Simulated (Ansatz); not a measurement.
Ansatz (a quantum-chemistry and plane-wave program) input (RI-MP2/aug-cc-pV(T+d)Z):
A basis named .json is the Basis Set Exchange file of that set.

Ansatz 0.2 input:
```yaml
crystal:
  periodic: [false, false, false]
  atoms:
    - {symbol: C, position_ang: [-0.89760648, 0.78145504, 1.74876241]}
    - {symbol: Si, position_ang: [-0.21881019, 0.30457510, 0.06396228]}
    - {symbol: C, position_ang: [-0.73372759, 1.55934615, -1.23537752]}
    - {symbol: P, position_ang: [-0.92833600, -1.80209377, -0.39955690]}
    - {symbol: P, position_ang: [2.04947584, 0.33331718, 0.18998478]}
    - {symbol: H, position_ang: [-1.98982092, 0.79912486, 1.73400367]}
    - {symbol: H, position_ang: [-0.58340230, 0.07294430, 2.51687433]}
    - {symbol: H, position_ang: [-0.54742897, 1.77465459, 2.03784914]}
    - {symbol: H, position_ang: [-0.33617581, 1.29589004, -2.21678029]}
    - {symbol: H, position_ang: [-0.37058900, 2.55677705, -0.97665823]}
    - {symbol: H, position_ang: [-1.82213826, 1.60162683, -1.31425657]}
    - {symbol: H, position_ang: [-0.45531264, -1.77806411, -1.73719677]}
    - {symbol: H, position_ang: [-2.24769328, -1.41456138, -0.76184567]}
    - {symbol: H, position_ang: [2.24391153, -0.31893181, -1.05560797]}
    - {symbol: H, position_ang: [2.14289926, -0.86666998, 0.94141897]}
basis:
  gaussian:
    orbitals: aug-cc-pV_T+d_Z.json
    fitting: {mean_field: def2-universal-jkfit, correlation: aug-cc-pVTZ-RIFIT.json}
magnetization: {spin_polarized: false}
correlation: {method: mp2, electrons: outside_noble_gas}
```

Output:

```
Functional definition: HF
integrals: 1.17 GiB planned
714 factors; integrals over basis functions are off by at most 1.1e0 eV
1.20 GiB of device memory are held for the factors and their scratch space
mean field: 2.45 GiB planned
mean field evaluation 1: about -28623.8406 eV, gradient 3.9e1 eV
mean field evaluation 2: about -28627.7560 eV, gradient 1.6e1 eV
mean field evaluation 4: about -28628.5937 eV, gradient 8.9e-1 eV
mean field evaluation 8: about -28628.5994 eV, gradient 2.1e-6 eV
mean field -28628.59935014 eV, -1052.0816209562 hartree, gradient 2.1e-6 eV, S^2 0.000000; 0 other end points of the search recorded, 0 dependent functions left out
17 core orbitals not correlated
1113 factors; their error is unknown
reference -28628.59935014 eV, -1052.0816209562 hartree; 16, 16 occupied and 454, 454 virtual orbitals, 1113 factors
second order -22.20730415 eV of doubles, -0.00000000 eV of singles
Total energy: -28650.80665429 eV, -1052.8977243309 hartree
```
